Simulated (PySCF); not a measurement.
Coordinates in bohr (charge 2 multiplicity 1):
```
W     0.0000    0.0000   -0.2901
O     2.3948    0.0000    1.6702
O    -2.3948    0.0000    1.6702
```

All numbers come from PBE0 in PySCF with W def2-TZVP with ECP60, O def2-TZVP; scalar-relativistic core potentials, no spin–orbit coupling; density-fitted integrals.

This geometry of [WO2]2+ is a stationary point at this level.

(1) What is the point group?

(2) Is it a minimum?

(3) List the harmonic modes with their infrared intensities.

(4) Give the ideal-gas entropy at 298.15 K and 1 bar by parts.

Answers

(1) C2v.

(2) Yes: all harmonic wavenumbers are real.

(3) 
```csv
symmetry,ω (cm⁻¹),IR (km/mol),type
a1,445,1.0,bend
b2,1104,40.8,stretch
a1,1160,3.1,stretch
```

(4) translation 175.9, rotation 91.4, vibration 3.9, spin 0.0; total 271.2 J/(mol K).

Other isomers or separated fragments may lie lower. With an element this heavy the missing spin–orbit coupling can shift these numbers.
